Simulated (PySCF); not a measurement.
A structure optimised at PBE0-D3(BJ)/def2-SVP, used in a PySCF frequency run:

```xyz
8

Ga     0.8409     0.4943     0.0000
H      2.3847     0.5505     0.0000
Br    -0.3671    -1.4536     0.0000
O     -0.1103     1.9843     0.0000
C     -1.5042     2.1085     0.0000
H     -1.8336     2.6710     0.8911
H     -1.8336     2.6710    -0.8911
H     -2.0283     1.1353     0.0000
```

Problem. Write its SMILES, formula and point group.

Solution. C[O][GaH][Br], CH4BrGaO, Cs

Problem. What are its rotational constants (standard atomic weights)?

Solution. 4.8745, 1.5794, 1.2020 GHz
